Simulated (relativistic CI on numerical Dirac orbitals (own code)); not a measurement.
**Electric-dipole lines of Zr5+**

Calculated at this level of theory: Dirac-Coulomb-Breit CI, separate exchange-only KLI orbitals for each configuration, a model potential for QED, valence Slater integrals scaled by 0.9, configuration energies shifted to the measured levels that pair with them (semi-empirical) (own radial code, finite nucleus).

CI space (outside the closed core [Ar] 3d10): 4s²4p⁵, 4s4p⁶, 4s²4p⁴4d, 4s²4p⁴5s, 4s²4p⁴5p, 4s²4p⁴5d, 4s²4p³4d², 4s4p⁵4d, 4s²4p⁴4f, 4s4p⁵4f, 4p⁵4d², 4s²4p³4f², 4s²4p⁴6s, 4p⁶4d, 4s²4p⁴6p, 4s4p⁴4d², 4s²4p⁴5f, 4s4p⁵5s, 4s²4p³4d4f, 4s²4p⁴6d, 4s²4p⁴5g, 4s²4p⁴6f, 4s4p⁵5p, 4s²4p³4d5s, 4p⁵4f², 4s4p⁵5d, 4s4p⁴5s5p, 4s4p⁵6s, 4s²4p³4d5p, 4p⁶4f. Levels of other configurations are missing.

```
λ vac (Å)                 Lower                 Upper   A (s⁻¹)  log gf  S velocity/length
   253.51     4s²4p⁵ ²P°3/2 [1]   4s²4p⁴5s ²D5/2 [37]  7.49e+09   -0.36               0.83
   263.38     4s²4p⁵ ²P°1/2 [2]   4s²4p⁴5s ²D3/2 [38]  1.08e+10   -0.35               0.84
   263.58     4s²4p⁵ ²P°3/2 [1]   4s²4p⁴5s ⁴P3/2 [35]  1.01e+10   -0.38               0.85
   270.68     4s²4p⁵ ²P°3/2 [1]   4s²4p⁴5s ²P3/2 [33]  1.49e+10   -0.18               0.86
   283.76     4s²4p⁵ ²P°3/2 [1]   4s²4p⁴4d ²P1/2 [30]  1.88e+10   -0.34               0.93
   286.97     4s²4p⁵ ²P°3/2 [1]   4s²4p⁴4d ²D5/2 [29]  1.51e+11    1.05               0.93
   287.43     4s²4p⁵ ²P°1/2 [2]   4s²4p⁴4d ²D3/2 [31]  1.42e+11    0.85               0.93
   289.46     4s²4p⁵ ²P°3/2 [1]   4s²4p⁴4d ²P3/2 [28]  1.24e+11    0.79               0.93
   296.69     4s²4p⁵ ²P°3/2 [1]   4s²4p⁴4d ²S1/2 [27]  1.16e+11    0.48               0.94
   296.71     4s²4p⁵ ²P°1/2 [2]   4s²4p⁴4d ²P1/2 [30]  1.00e+11    0.42               0.93
   310.87     4s²4p⁵ ²P°1/2 [2]   4s²4p⁴4d ²S1/2 [27]  2.04e+10   -0.23               0.94
   581.75    4s²4p⁴4d ⁴D5/2 [4]  4s²4p⁴5p ⁴P°5/2 [40]  1.79e+09   -0.26               0.84
   583.16    4s²4p⁴4d ⁴D7/2 [5]  4s²4p⁴5p ⁴P°5/2 [40]  2.60e+09   -0.10               0.85
   604.66   4s²4p⁴4d ²G9/2 [22]  4s²4p⁴5p ²F°7/2 [59]  3.99e+09    0.24               0.86
   608.08    4s²4p⁴4d ⁴F9/2 [8]  4s²4p⁴5p ⁴D°7/2 [44]  4.09e+09    0.26               0.86
   1066.1  4s²4p⁴5p ⁴P°5/2 [40]  4s²4p⁴5d ⁴D7/2 [105]  2.57e+09    0.54               0.76
   1066.3  4s²4p⁴5p ⁴P°5/2 [40]  4s²4p⁴5d ⁴D5/2 [104]  2.40e+09    0.39               0.74
   1070.6  4s²4p⁴5p ²F°5/2 [57]  4s²4p⁴5d ²G7/2 [154]  3.95e+09    0.74               0.79
   1088.6  4s²4p⁴5p ²D°5/2 [43]  4s²4p⁴5d ²F7/2 [110]  3.85e+09    0.74               0.77
   1101.5  4s²4p⁴5p ⁴D°7/2 [44]  4s²4p⁴5d ⁴F9/2 [109]  4.14e+09    0.88               0.76
   1102.0  4s²4p⁴5p ²F°7/2 [59]  4s²4p⁴5d ²G9/2 [155]  4.01e+09    0.86               0.78
   1104.5  4s²4p⁴5p ⁴D°5/2 [50]  4s²4p⁴5d ⁴F7/2 [131]  4.01e+09    0.77               0.76
   1110.8  4s²4p⁴5p ²P°3/2 [75]  4s²4p⁴5d ²D5/2 [214]  3.77e+09    0.62               0.74
   1130.5  4s²4p⁴5p ⁴D°3/2 [46]  4s²4p⁴5d ²D5/2 [118]  2.06e+09    0.37               0.77
   1134.3  4s²4p⁴5p ²D°5/2 [64]  4s²4p⁴5d ²F7/2 [165]  2.73e+09    0.62               0.76
   1137.1  4s²4p⁴5p ⁴S°3/2 [55]  4s²4p⁴5d ⁴P5/2 [137]  2.43e+09    0.45               0.73
   1606.3   4s²4p⁴5s ⁴P5/2 [32]  4s²4p⁴5p ⁴D°7/2 [44]  8.36e+08    0.41               0.96
   1666.6   4s²4p⁴5s ⁴P3/2 [35]  4s²4p⁴5p ⁴D°5/2 [50]  7.10e+08    0.25               1.00
   1703.6   4s²4p⁴5s ²D5/2 [37]  4s²4p⁴5p ²F°7/2 [59]  6.85e+08    0.38               0.97
   1759.3   4s²4p⁴5s ²P3/2 [33]  4s²4p⁴5p ²D°5/2 [43]  6.26e+08    0.24               0.99
```

Terms are leading LS components. Brackets give the number of a level in order of energy, since labels repeat. The list gives strong lines, with weight on those to low levels, without configurations that were not tied to measured data, among the lowest 400 of 1774 levels, so that lines to higher ones, which can be the strongest, are missing. Levels whose partners in the same complex of configurations lie outside the list can be far off, and so can their lines. Rates are taken at the computed energies, electric ones in the length gauge. A velocity-to-length ratio far from 1 marks an uncertain rate.

Configurations whose levels could be paired with our table of measured levels were shifted onto them, all but the ground configuration, by the median error of their levels; single terms can still be off by 1,000 to 2,000 cm⁻¹ or more, and rates follow the energies as ν³ (E1, M1) or ν⁵ (E2). The others borrow a shift and can be off by several thousand cm⁻¹ or more. 47 of the 69 excited levels that our extract of the measured tables holds in this range could be paired (the sources list more); they are missed by 914 cm⁻¹ on average and 5119 at most, after the shifts were fitted to these levels, and levels without a partner can miss by more.

LS names give the leading component of a level, which can be under half, so a name can repeat, a term be missing and a line seem to break the LS rules.
